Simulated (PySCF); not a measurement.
Molecule: SMILES C(C)(=O)[SiH2]F, C2H5FOSi.

Geometry:
| atom | x (Å) | y (Å) | z (Å) |
| --- | --- | --- | --- |
| C1 | -1.483 | 0.090 | 0.149 |
| C2 | -0.239 | -0.062 | -0.673 |
| O3 | -0.247 | -0.193 | -1.879 |
| Si4 | 1.512 | -0.066 | 0.122 |
| F5 | 1.397 | 0.159 | 1.732 |
| H6 | -1.527 | -0.704 | 0.913 |
| H7 | -2.374 | 0.051 | -0.494 |
| H8 | -1.452 | 1.045 | 0.700 |
| H9 | 2.151 | -1.385 | -0.134 |
| H10 | 2.308 | 1.046 | -0.461 |

Geometry PBE0-D3(BJ)/def2-SVP throughout; GIAO in PySCF 2.14, gas phase, one conformer, non-relativistic; equivalent atoms averaged; functional PBE0.

For orientation, def2-SVP gives these shifts δ (against TMS, H2O, CFCl3 at the same level): C2 233.2, C1 36.3, O3 793.2, Si4 -35.5, F5 -178.4, H9/H10 4.65, H6/H7/H8 2.39 ppm.

A run gave: C2 226.0, C1 36.9, O3 750.1, Si4 -12.9, F5 -189.0, H9/H10 5.05, H6/H7/H8 2.50 ppm (shifts δ (against TMS, H2O, CFCl3 at the same level)).

Q: Which basis set was used in that run?
A. cc-pVDZ
B. cc-pVTZ
C. aug-cc-pVDZ
D. 6-31G*
E. 6-311+G(2d,p)

A: D. C2 tells them apart best: 6-31G* gives 226.0, cc-pVDZ gives 233.0, 6-311+G(2d,p) gives 241.9, cc-pVTZ gives 241.6, aug-cc-pVDZ gives 235.8 ppm.
